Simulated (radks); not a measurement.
Results of a calculation; reference values are marked as such.
Ionisation of neutral helium, [He], to 1s1 as the strength of local exchange is varied. Code: a radial shooting solver on a logarithmic mesh with Libxc functionals. Model: scalar-relativistic Kohn-Sham, Slater X-alpha exchange (alpha = 2/3 is LDA exchange), no correlation, spin-polarised, spherical densities, finite nucleus; Gaussian nuclear charge, rms radius 1.6755 fm.

alpha  E(He) (hartree)  exchange (hartree)  IE (eV)  -e of the level emptied (eV)  <r> of it (bohr)
0.667         -2.72419            -0.85334   22.075                   14.073 (1s)            0.9719
0.683         -2.74471            -0.87777   22.292                   14.337 (1s)            0.9669
0.857         -2.97381            -1.15530   24.735                   17.347 (1s)            0.9159
0.913         -3.04986            -1.24924   25.554                   18.369 (1s)            0.9007
0.941         -3.08832            -1.29706   25.969                   18.890 (1s)            0.8934
1             -3.17027            -1.39966   26.856                   20.010 (1s)            0.8782

NIST Atomic Spectra Database: 24.587 eV (measured). The Delta-SCF value meets it near alpha = 0.85.
